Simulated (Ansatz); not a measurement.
Reaction (formal hydrolysis of the Si–S bond): `C[SiH](Cl)S[SiH2]Cl` + H₂O → `C[SiH](O)Cl` + `S[SiH2]Cl`

Isolated molecules relaxed with PBE0-D4/def2-TZVP in Ansatz; ΔE leaves out vibrations. CCSD(T)/CBS is the MP2 limit (def2-TZVPP, def2-QZVPP) plus CCSD(T) − MP2 in def2-TZVPP, frozen cores. This one scheme is used for every species. Functionals use def2-TZVPP. Each species was taken in one conformer, which may not be the lowest.

```json
{"level": "ωB97M-V", "ΔE (kJ/mol)": "-35.7"}
{"level": "B2PLYP", "ΔE (kJ/mol)": "-44.8"}
```

Question: What does CCSD(T)/CBS give? (Estimate.)

Answer: Ansatz gave: -29.7 kJ/mol. The listed levels differ from it by -6.0, -15.1 kJ/mol.

Largest T1 diagnostic among the species: 0.010.

In def2-TZVPP, CCSD(T) changes the Hartree–Fock value by +26.1 kJ/mol (the triples alone add +5.1 kJ/mol) and MP2 by +33.4 kJ/mol. The D4 term adds +18.6 kJ/mol with B3LYP and +10.6 kJ/mol with PBE0; it sums over pairs of atoms, weighted by their polarisabilities, and B3LYP, whose exchange is more repulsive, gets the larger term.

B3LYP here is the variant with VWN-RPA as its local correlation; programs differ in this.
